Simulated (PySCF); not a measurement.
A structure optimised at B3LYP-D3(BJ)/def2-SVP, used in a PySCF frequency run:

```
O
Pb 1 2.1401
Pb 1 2.1401 2 98.38
O 2 2.1401 1 81.62 3 0.00
```

Question: Write its SMILES, formula and point group.

Answer: [O]1[Pb]2=[Pb]1[O]2, O2Pb2, D2h

Question: What are its rotational constants (standard atomic weights)?

Answer: 8.0738, 0.46480, 0.43950 GHz
